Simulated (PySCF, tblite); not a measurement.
Isomers of C4H8F3P, one GFN2-xTB conformer each. Single-point energies are computed at PBE0/pcSseg-1 (PySCF, gas phase, no added dispersion term), electronic only.

| SMILES | GFN2-xTB relative energy (kJ/mol) |
| --- | --- |
| CPCCC(F)(F)F | 11.4 |
| CP(C)CC(F)(F)F | 0.0 |
| CCPCC(F)(F)F | 12.6 |
| CCP(C)C(F)(F)F | 16.0 |

Conformers: `[CH3:1][PH:2][CH2:3][CH2:4][C:5]([F:6])([F:7])[F:8]` with C1–P2–C3–C4 -171°, P2–C3–C4–C5 -178°; `[CH3:1][P:2]([CH3:3])[CH2:4][C:5]([F:6])([F:7])[F:8]` with C1–P2–C4–C5 -86°; `[CH3:1][CH2:2][PH:3][CH2:4][C:5]([F:6])([F:7])[F:8]` with C1–C2–P3–C4 -46°, C2–P3–C4–C5 -76°; `[CH3:1][CH2:2][P:3]([CH3:4])[C:5]([F:6])([F:7])[F:8]` with C1–C2–P3–C4 -81°.

What does PBE0/pcSseg-1 give for the same structures?

| SMILES | PBE0/pcSseg-1 E (Eh) | PBE0/pcSseg-1 (kJ/mol) | GFN2-xTB (kJ/mol) | point group |
| --- | --- | --- | --- | --- |
| CP(C)CC(F)(F)F | -797.48872 | 0.0 | 0.0 | C1 |
| CPCCC(F)(F)F | -797.48454 | 11.0 | 11.4 | C1 |
| CCPCC(F)(F)F | -797.47966 | 23.8 | 12.6 | C1 |
| CCP(C)C(F)(F)F | -797.47690 | 31.0 | 16.0 | C1 |

Both levels put the same isomer lowest; measured from each level's own lowest isomer, the values differ by up to 15.0 kJ/mol (CCP(C)C(F)(F)F: 16.0 against 31.0). Neighbours under 10 kJ/mol apart (CCPCC(F)(F)F and CCP(C)C(F)(F)F) can change places with a better method, another conformer or zero-point energy.

Which frontier levels, dipoles and rotational constants go with these structures?

```
        SMILES  HOMO (eV, PBE0/pcSseg-1)  LUMO (eV)  dipole (D)       A, B, C (MHz)
CP(C)CC(F)(F)F                     -7.03       0.93        3.17   3023, 1027, 940.4
  CPCCC(F)(F)F                     -7.21       0.55        2.23  3975, 674.0, 651.5
  CCPCC(F)(F)F                     -7.25       0.61        2.68   2670, 1120, 973.7
CCP(C)C(F)(F)F                     -7.47       0.37        2.65    2623, 1193, 1035
```

What happens when harmonic zero-point energies from GFN2-xTB frequencies are added?

| SMILES | ZPE (kJ/mol) | electronic (kJ/mol) | with ZPE (kJ/mol) |
| --- | --- | --- | --- |
| CP(C)CC(F)(F)F | 301.1 | 0.0 | 0.0 |
| CPCCC(F)(F)F | 300.3 | 11.0 | 10.2 |
| CCPCC(F)(F)F | 301.9 | 23.8 | 24.6 |
| CCP(C)C(F)(F)F | 303.3 | 31.0 | 33.2 |

The zero-point energies span 3.0 kJ/mol. The order is unchanged.

As an exercise, what shares would exp(−E/RT) give at 1000 K from these electronic energies alone (no entropy, no degeneracies)?

RT = 8.314 kJ/mol: CP(C)CC(F)(F)F 74.2 %, CPCCC(F)(F)F 19.8 %, CCPCC(F)(F)F 4.2 %, CCP(C)C(F)(F)F 1.8 %.
